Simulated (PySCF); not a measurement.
Consider 1,2,4-trifluorobenzene, `Fc1ccc(F)c(F)c1` (C6H3F3). Atom numbers as in the mapped SMILES `[F:1][c:2]1[cH:3][cH:4][c:5]([F:6])[c:7]([F:8])[cH:9]1`. These are map numbers, not IUPAC locants.

Level of theory: ωB97X-D3(BJ)/ma-def2-TZVP single points in PySCF, grid level 2; every species was optimised with PBE0-D3(BJ)/def2-SVP. The prefix ma- adds one diffuse s and one diffuse p function on all atoms but H. ωB97X-D3(BJ) is ωB97X-V with D3(BJ) in place of VV10. Thermal corrections: PBE0-D3(BJ)/def2-SVP frequencies, unscaled, ideal gas at 298.15 K and 1 bar, quasi-RRHO entropy.

Problem. What are the vertical and the adiabatic ionisation energy for forming the radical cation?

Solution. 9.37 eV vertical and 9.14 eV adiabatic, the latter with zero-point energy.

Problem. Where does the unpaired spin of the relaxed radical cation sit?

Solution. C5 (aromatic carbon) 0.36, C2 (aromatic carbon) 0.27, C3 (aromatic carbon) 0.19, C7 (aromatic carbon) 0.14 (intrinsic atomic orbital populations).

Problem. What oxidation potential follows in acetonitrile (IEF-PCM), given that Fc+/Fc comes at 4.54 V absolute with this functional and basis?

Solution. In the gas phase ΔG of oxidation is 9.113 eV, and solvation is -13.7 kJ/mol for the parent and -233.7 kJ/mol for the product, so the absolute potential is 6.83 V, or 2.29 V against Fc+/Fc. Fc+/Fc in acetonitrile, 4.54 V, is ωB97X-D3(BJ)/ma-def2-TZVP on PBE0-D3(BJ)/def2-SVP structures with GFN2-xTB thermal terms. Benchmark calculations put it near 5.0 V in acetonitrile and DMSO, so it is about 0.5 V low, and the value against it can read up to that much too high. The solvent is electrostatics only, on gas-phase structures; the absolute scale refers to an electron at rest in vacuum.

Problem. How far is −ε(HOMO) from the vertical value by ΔSCF?

Solution. −ε(HOMO) = 9.50 eV, which is 0.12 eV above the ΔSCF value.

Differences come from unrounded values, so a last digit can differ from that of the printed terms.
